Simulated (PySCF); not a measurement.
# Ga⁺ (gallium, charge +1) across methods

[Ar] 3d10 4s1 5s1, high-spin 3S determinant (an excited configuration). Computed with PySCF 2.14 in aug-cc-pVQZ-PP with one added diffuse shell each of s, p, d, f, g type with ECP10MDF (8s7p6d4f3g, 114 functions), with a scalar-relativistic core potential.

```csv
method,E (hartree),mean ε 3d β (eV),mean ε 4s α (eV),mean ε 5s α (eV),Σ⟨r²⟩ (bohr²),⟨S²⟩
MN15,-259.1432,-39.447,-22.249,-6.505,52.31,2.000
UHF,-257.68555,-46.092,-24.610,-7.474,52.94,2.001
PBE,-258.7764,-33.750,-21.056,-6.368,49.36,2.001
TPSSh,-258.7006,-35.074,-21.309,-6.475,49.62,2.001
r2SCAN,-258.6533,-34.065,-21.398,-6.329,49.79,2.001
B3LYP,-258.8125,-36.565,-22.091,-6.563,49.83,2.000
PBE0,-258.7390,-37.090,-22.072,-6.731,49.92,2.001
LDA,-258.3306,-33.979,-21.483,-6.350,49.12,2.001
```

Energies and moments cover only the electrons outside the core potential. The outer electron is Rydberg-like, and this basis confines it to a smaller radius and binds it less than a complete one would.
